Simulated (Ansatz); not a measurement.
Start from `[CH3][GeH]([CH3])[C]#N` and change one atom or group to get `C#[C][GeH]([CH3])[CH3]`.

Ansatz, PBE0-D4/def2-TZVP geometries, multiplicity 1. 

Scalar relativity is left out up to krypton.

```csv
property,`[CH3][GeH]([CH3])[C]#N`
HOMO–LUMO gap (B3LYP/def2-TZVPP) / eV,8.61
LUMO energy (B3LYP/def2-TZVPP) / eV,-0.18
size of the dipole moment (PBE/def2-TZVPP) / D,4.46
size of the dipole moment (B3LYP/def2-TZVPP) / D,4.55
LUMO energy (PBE/def2-TZVPP) / eV,-0.88
LUMO energy (ωB97M-V/def2-TZVPP) / eV,1.84
```

Task: Give the same properties after the change, and the shifts. (Best estimate.)

Result: Computed: 
```json
{"property": "HOMO–LUMO gap (B3LYP/def2-TZVPP) / eV", "`C#[C][GeH]([CH3])[CH3]`": "7.80", "shift": "-0.81"}
{"property": "LUMO energy (B3LYP/def2-TZVPP) / eV", "`C#[C][GeH]([CH3])[CH3]`": "0.21", "shift": "0.39"}
{"property": "size of the dipole moment (PBE/def2-TZVPP) / D", "`C#[C][GeH]([CH3])[CH3]`": "0.89", "shift": "-3.57"}
{"property": "size of the dipole moment (B3LYP/def2-TZVPP) / D", "`C#[C][GeH]([CH3])[CH3]`": "0.85", "shift": "-3.70"}
{"property": "LUMO energy (PBE/def2-TZVPP) / eV", "`C#[C][GeH]([CH3])[CH3]`": "-0.47", "shift": "0.41"}
{"property": "LUMO energy (ωB97M-V/def2-TZVPP) / eV", "`C#[C][GeH]([CH3])[CH3]`": "2.23", "shift": "0.39"}
```

With PBE0 the HOMO rises by 1.19 eV and the LUMO rises by 0.37 eV, so the gap narrows by about 0.82 eV. PBE moves the HOMO by 1.13 eV and ωB97M-V by 1.17 eV. Dipoles are sizes alone; their direction can turn.

B3LYP here is the variant with VWN-RPA as its local correlation; programs differ in this.
